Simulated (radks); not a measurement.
The numbers below are computed, except where a source is named.
Gd+, 63 electrons, occupied as [Xe] 4f7 5d1 6s1.

Level of theory: Dirac Kohn-Sham, exchange-only B88, spin-unpolarised, spherical densities, point nucleus; open shells fill j = l - 1/2 first (a radial shooting solver on a logarithmic mesh with Libxc functionals).

Energy parts (Ry):
total: -22554.8987
kinetic: 24607.0082
electron-nucleus: -55394.8938
Hartree: 8727.2770
exchange: -494.2901

Orbitals (lengths in bohr, moments of r in powers of bohr; <r^-3> diverges for s and p1/2):
orbital  occ.  eigenvalue (Ry)  <r^-3>      <r^4>      <r>
1s1/2       2        -3679.549       -  1.140e-06  0.02190
2s1/2       2        -607.5175       -  0.0001808  0.09274
2p1/2       2        -576.8761       -  0.0001119  0.07745
2p3/2       4        -525.7101    9906  0.0001469  0.08429
3s1/2       2        -134.9261       -   0.007029   0.2440
3p1/2       2        -121.6528       -   0.006392   0.2336
3p3/2       4        -111.1590    2099   0.007838   0.2467
3d3/2       4        -88.24339   352.7   0.005675   0.2187
3d5/2       6        -85.95706   313.6   0.006045   0.2228
4s1/2       2        -27.45139       -     0.1733   0.5528
4p1/2       2        -22.28625       -     0.1974   0.5648
4p3/2       4        -19.94897   468.5     0.2418   0.5944
4d3/2       4        -11.44235   66.83     0.3462   0.6303
4d5/2       6        -11.02000   58.58     0.3697   0.6407
5s1/2       2         -4.02533       -      5.966    1.334
5p1/2       2         -2.60662       -      10.11    1.498
5p3/2       4         -2.28729   62.97      13.07    1.594
4f5/2       6         -1.03034   8.224      2.802   0.8628
4f7/2       1         -0.97510   7.921      3.049   0.8760
6s1/2       1         -0.63705       -      366.7    3.718
5d3/2       1         -0.56609   3.566      126.1    2.590
5d5/2       0         -0.54434   3.028      140.8    2.662
6p1/2       0         -0.40556       -      927.5    4.655
6p3/2       0         -0.37852   5.430       1141    4.913

The highest occupied level is 5d3/2 at -7.702 eV. The density falls to 0.001 e/bohr^3 at r = 4.62 bohr. Summed over all electrons, <r^2> = 60.11 bohr^2, which gives a Langevin (diamagnetic) susceptibility term of -47.6 x 10^-6 cm^3/mol.
